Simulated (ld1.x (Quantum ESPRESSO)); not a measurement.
Ag RRKJ: all-electron and pseudo phase curves

Ag (Z = 47), norm-conserving RRKJ (Kleinman–Bylander form), made with ld1.x (Quantum ESPRESSO) 7.5 (PW91, scalar-relativistic). Core [Kr], reference 4d10 5s0.5 5p0 (charge +0.5). Waves: 5p (bound, empty): rc 3.50 bohr; 4d (bound): rc 1.20 bohr; 5s (bound): rc 2.20 bohr. Local part: the s channel. Core correction: a·sin(br)/r model core inside 0.60 bohr. rho0 = 0.01.

The phase is arctan(r·u′/u) with u = r·R(r), unwrapped; energies in Ry, scanned from -3 to 5 Ry. A pole is an energy at which the radial function vanishes at the test radius. The pseudo phase is shifted by a multiple of π to meet the all-electron one at the reference energy, and phase errors are pseudo minus all-electron; the curves can meet again beyond the range given. Levels narrower than the energy grid can be missing from the lists of poles.

```json
{"channel": "s", "radius (bohr)": "3.79", "reference energy (Ry)": "-0.57", "poles, all-electron": "-0.18, 3.35", "poles, pseudo": "-0.18, 3.05", "unbroken range about the reference energy with phases within 0.05 rad": "below 1.0", "phase error 1 Ry above the reference energy (rad)": "-0.005"}
{"channel": "p", "radius (bohr)": "3.79", "reference energy (Ry)": "-0.25", "poles, all-electron": "0.50, 4.20", "poles, pseudo": "0.50, 3.92", "unbroken range about the reference energy with phases within 0.05 rad": "below 1.6", "phase error 1 Ry above the reference energy (rad)": "-0.003"}
{"channel": "d", "radius (bohr)": "3.79", "reference energy (Ry)": "-0.84", "poles, all-electron": "-0.81, 1.79", "poles, pseudo": "-0.81, 1.99", "unbroken range about the reference energy with phases within 0.05 rad": "below 0.2", "phase error 1 Ry above the reference energy (rad)": "+0.031"}
```

Phases in the p channel:

```
E (Ry)  all-electron  pseudo
 -3.00         1.407   1.407
 -2.52         1.388   1.388
 -2.04         1.363   1.362
 -1.56         1.321   1.321
 -1.08         1.239   1.239
 -0.60         0.968   0.967
 -0.12        -0.920  -0.920
  0.36        -1.516  -1.517
  0.84        -1.667  -1.671
  1.32        -1.805  -1.819
  1.80        -2.160  -2.265
  2.28        -3.891  -4.098
  2.76        -4.466  -4.515
  3.24        -4.602  -4.630
  3.72        -4.668  -4.692
  4.20        -4.712  -4.738
  4.68        -4.750  -4.785
```
